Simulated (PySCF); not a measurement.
AlF2H3OSi, SMILES [F][Al]([F])[O][SiH3]. Heavy atoms are numbered as in [Al:1]([F:2])([F:3])[O:4][SiH3:5]. Hydrogens are named by the atom that carries them.

Geometry optimised at B3LYP-D3(BJ)/def2-SVP. The structure was generated by enumeration; whether it is a known compound was not checked. The values are those of a single conformer.

Computed with PBE0/pcSseg-1 (PySCF).

GIAO shieldings, no solvent; atoms alike by connectivity are averaged. δ = σ(ref) − σ: ¹⁹F against CFCl3 (σ = 167.2 ppm); ¹⁷O against H2O (σ = 334.2 ppm); ²⁹Si against TMS (σ = 352.7 ppm); ¹H against TMS (σ = 31.56 ppm), references at their B3LYP-D3(BJ)/def2-TZVP geometries, non-relativistic.

```
nucleus       atoms  count  δ (ppm)
-------  ----------  -----  -------
¹⁹F              F2      2   -212.7
¹⁷O              O4      1     -1.0
²⁹Si     Si5 (SiH3)      1    -34.1
¹H         H on Si5      3     5.40
```
